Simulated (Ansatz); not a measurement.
`NC[SeH]` + `CC[SiH3]` → `[SiH3]CC[SeH]` + CH₃NH₂  (formal exchange of groups at the Se–C bond)

Program: Ansatz. Geometries: PBE0-D4/def2-TZVP. ΔE: electronic, gas phase. CCSD(T)/CBS is the MP2 limit (def2-TZVPP, def2-QZVPP) plus CCSD(T) − MP2 in def2-TZVPP, frozen cores. Functionals use def2-TZVPP. B3LYP here is the variant with VWN-RPA as its local correlation; programs differ in this. For Se outer-core shells are correlated without core-valence functions, which leaves a few kJ/mol of doubt a bond. Scalar relativity is left out up to krypton. Each species was taken in one conformer, which may not be the lowest.

```tsv
level	ΔE (kJ/mol)	difference from CCSD(T)/CBS
PBE-D4	0.4	3.2
r2SCAN-D4	-0.1	2.7
B3LYP-D4	-0.9	1.9
ωB97X-V	-0.8	2.0
ωB97M-V	-0.3	2.5
PBE	1.5	4.3
r2SCAN	0.4	3.2
HF/def2-TZVPP	-1.3	1.5
MP2/def2-TZVPP	-3.6	-0.8
SCS-MP2/def2-TZVPP	-3.4	-0.6
CCSD/def2-TZVPP	-2.4	0.4
MP2/def2-QZVPP	-3.7	-0.9
SCS-MP2/def2-QZVPP	-3.6	-0.8
HF/CBS(def2)	-1.3	1.5
MP2/CBS(def2)	-3.8	-1.0
CCSD/CBS(def2)	-2.6	0.2
CCSD(T)/CBS	-2.8	0
```

Largest T1 diagnostic among the species: 0.010.
